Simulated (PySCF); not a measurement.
Frontier orbitals and the lowest excitations

C₅H₈N₂S.
Cartesian coordinates in Å at the GFN2-xTB level; atoms count from 1:
```
atom  x, y, z in Å
C1    -1.009   -1.388   -0.180
C2    -0.528    0.005   -0.594
C3    -1.329    1.094    0.122
C4     0.929    0.156   -0.296
C5     1.549    0.082    0.975
N6     2.848    0.255    0.929
S7     3.290    0.500   -0.615
N8     1.803    0.385   -1.253
H9    -0.429   -2.158   -0.684
H10   -0.907   -1.525    0.894
H11   -2.055   -1.512   -0.446
H12   -0.652    0.120   -1.676
H13   -0.977    2.081   -0.169
H14   -1.231    0.996    1.201
H15   -2.381    1.011   -0.138
H16    1.070   -0.094    1.919
```

The calculation used TDDFT PBE0/def2-SVPD, vertical, gas phase, core orbitals frozen in the response in PySCF 2.14.0, density-fitted response routines.

Kohn–Sham orbitals with the atoms that hold most of them (Löwdin shares over 4%, at most four atoms; ? is withheld):

```
orbital  ε (eV)                           atoms
 LUMO+2    0.60   S7 16%, C1 13%, C3 13%, C5 7%
 LUMO+1    0.20          S7 68%, N6 10%, N8 10%
   LUMO       ?  N6 25%, S7 24%, N8 22%, C5 13%
   HOMO   -7.67                               ?
 HOMO-1   -8.30                               ?
 HOMO-2   -8.94   N8 34%, N6 30%, C5 13%, C4 9%
 HOMO-3   -9.15  N8 20%, N6 18%, C4 14%, C5 12%
```

Task: Give the leading atoms of the HOMO.

Result: S7 (bonded to 2 N) 40%; C4 (bonded to 2 C and N) 17%; C5 (bonded to C, N and H) 17%; N8 (bonded to C and S) 8%. By element: sulfur 40%, carbon 34% or more, nitrogen 8% or more.

Task: Which atoms hold the HOMO-1, and with what shares?

Result: N6 (bonded to C and S) 40%; N8 (bonded to C and S) 39%; S7 (bonded to 2 N) 7%; C5 (bonded to C, N and H) 5%. By element: nitrogen 79%, sulfur 7%, carbon 5% or more.

Task: What is the LUMO energy, and the HOMO–LUMO gap?

Result: ε(LUMO) = -1.42 eV; the gap is 6.24 eV (0.2294 hartree).

Task: How does S1 compare with the orbital gap of 6.24 eV?

Result: S1 is at 5.03 eV (f = 0.0000), 1.21 eV below the gap, made of HOMO-1→LUMO (99%). Its leading pair isn't HOMO and LUMO; the energies of that pair differ by 6.87 eV. 

Task: One configuration dominates each of S1, S2, S4, S5 and S6. Which, and how do the shares of the two leading atoms of either orbital change from the occupied to the empty one?

Result: 
- S1 (5.03 eV, f 0.0000), HOMO-1→LUMO (99%): N6 40% → 25%, N8 39% → 22%, S7 7% → 24%
- S2 (5.54 eV, f 0.197), HOMO→LUMO (94%): S7 40% → 24%, C4 17% → at most 13%, N6 at most 8% → 25%
- S4 (6.26 eV, f 0.0000), HOMO→LUMO+1 (96%): S7 40% → 68%, C4 17% → at most 4%, N6 at most 8% → 10%
- S5 (6.73 eV, f 0.016), HOMO-2→LUMO (88%): N8 34% → 22%, N6 30% → 25%, S7 at most 10% → 24%
- S6 (6.95 eV, f 0.0029), HOMO-1→LUMO+1 (94%): N6 40% → 10%, N8 39% → 10%, S7 7% → 68%

The run took 53 s of wall time on Intel Xeon Platinum 8259CL at 2.50 GHz, one thread, shared host with 96 logical CPUs at a one-minute load of 45, and the process peaked at 0.95 GiB of memory.

One conformer stands for the species.
